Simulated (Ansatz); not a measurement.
`C[SiH](O)I` + H₂S → `C[SiH](O)S` + HI  (ligand exchange at the Si–I bond)

Isolated molecules relaxed with PBE0-D4/def2-TZVP in Ansatz; ΔE leaves out vibrations. CBS: MP2 limit from def2 TZ/QZ plus the TZ coupled-cluster correction, frozen cores. This one scheme is used for every species. DFT in def2-TZVPP. B3LYP here is the variant with VWN-RPA as its local correlation; programs differ in this. Elements past krypton have def2 core potentials. For I outer-core shells are correlated without core-valence functions, which leaves a few kJ/mol of doubt a bond. One conformer a species, not always the lowest.

`C[SiH](O)I`:

```xyz
9

C     0.478    0.842   -0.734
Si    0.111   -0.580    0.400
O    -1.244   -1.405   -0.008
I    -0.121    0.317    2.678
H     1.413    1.326   -0.444
H     0.574    0.480   -1.761
H    -0.317    1.590   -0.699
H     1.197   -1.582    0.422
H    -2.094   -0.989    0.147
```

H₂S:

Z-matrix (Å, degrees):
```
S
H 1 1.341
H 1 1.341 2 92.3
```

`C[SiH](O)S`:

Cartesian coordinates in Å:
```
C -1.263 -0.472 -0.293
Si 0.201 0.550 0.197
O 1.048 0.814 -1.189
S 1.404 -0.377 1.706
H -1.906 -0.659 0.569
H -1.845 0.045 -1.059
H -0.943 -1.434 -0.701
H -0.192 1.826 0.852
H 1.911 1.223 -1.098
H 1.584 -1.517 1.016
```

HI:

```xyz
2

I     0.161    0.055   -0.787
H    -0.161   -0.055    0.787
```

Q: Is it downhill or uphill in electronic energy at CCSD(T)/CBS, and by how much? (Estimate.)

A: Computed: Uphill: ΔE = +0.29 eV.

Q: What do these levels give: PBE-D4, r2SCAN-D4, PBE0-D4, B3LYP-D4, ωB97M-V, B2PLYP, r2SCAN, HF/def2-TZVPP, MP2/def2-TZVPP, CCSD/def2-TZVPP, HF/def2-QZVPP, CCSD/CBS(def2)? (Best estimate.)

A: Computed: PBE-D4 0.24, r2SCAN-D4 0.24, PBE0-D4 0.26, B3LYP-D4 0.25, ωB97M-V 0.25, B2PLYP 0.25, r2SCAN 0.24, HF/def2-TZVPP 0.29, MP2/def2-TZVPP 0.29, CCSD/def2-TZVPP 0.23, HF/def2-QZVPP 0.30, CCSD/CBS(def2) 0.29 eV.

Largest T1 diagnostic among the species: 0.011.
